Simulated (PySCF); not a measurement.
**Sc (scandium, neutral) across methods**

[Ar] 4s2 5s1, 2S determinant (an excited configuration). Calculation: PySCF 2.14, in aug-cc-pwCVTZ (10s9p7d4f3g, 127 functions); no relativity, point nucleus.

```json
{"method": "PBE", "E (hartree)": "-760.159", "mean ε 4s α (eV)": "-7.936", "mean ε 4s β (eV)": "-7.878", "mean ε 5s α (eV)": "-1.565", "Σ⟨r²⟩ (bohr²)": "121.0", "⟨S²⟩": "0.750"}
{"method": "M06-2X", "E (hartree)": "-760.405", "mean ε 4s α (eV)": "-8.871", "mean ε 4s β (eV)": "-9.129", "mean ε 5s α (eV)": "-2.160", "Σ⟨r²⟩ (bohr²)": "104.0", "⟨S²⟩": "0.753"}
{"method": "r2SCAN", "E (hartree)": "-760.330", "mean ε 4s α (eV)": "-7.983", "mean ε 4s β (eV)": "-7.974", "mean ε 5s α (eV)": "-1.536", "Σ⟨r²⟩ (bohr²)": "122.3", "⟨S²⟩": "0.751"}
{"method": "PBE0", "E (hartree)": "-760.203", "mean ε 4s α (eV)": "-8.680", "mean ε 4s β (eV)": "-8.605", "mean ε 5s α (eV)": "-1.802", "Σ⟨r²⟩ (bohr²)": "123.3", "⟨S²⟩": "0.750"}
{"method": "PW91", "E (hartree)": "-760.397", "mean ε 4s α (eV)": "-7.980", "mean ε 4s β (eV)": "-7.919", "mean ε 5s α (eV)": "-1.572", "Σ⟨r²⟩ (bohr²)": "120.6", "⟨S²⟩": "0.750"}
{"method": "UHF", "E (hartree)": "-759.54305", "mean ε 4s α (eV)": "-10.169", "mean ε 4s β (eV)": "-10.012", "mean ε 5s α (eV)": "-2.213", "Σ⟨r²⟩ (bohr²)": "134.5", "⟨S²⟩": "0.750"}
{"method": "LDA", "E (hartree)": "-758.444", "mean ε 4s α (eV)": "-8.087", "mean ε 4s β (eV)": "-8.022", "mean ε 5s α (eV)": "-1.535", "Σ⟨r²⟩ (bohr²)": "120.5", "⟨S²⟩": "0.750"}
```

(1) Estimate the same row for revPBE.

The outer electron is Rydberg-like, and this basis confines it to a smaller radius and binds it less than a complete one would.

## Answers

(1) E (hartree) = -760.284; mean ε 4s α (eV) = -7.881; mean ε 4s β (eV) = -7.840; mean ε 5s α (eV) = -1.574; Σ⟨r²⟩ (bohr²) = 121.4; ⟨S²⟩ = 0.750.
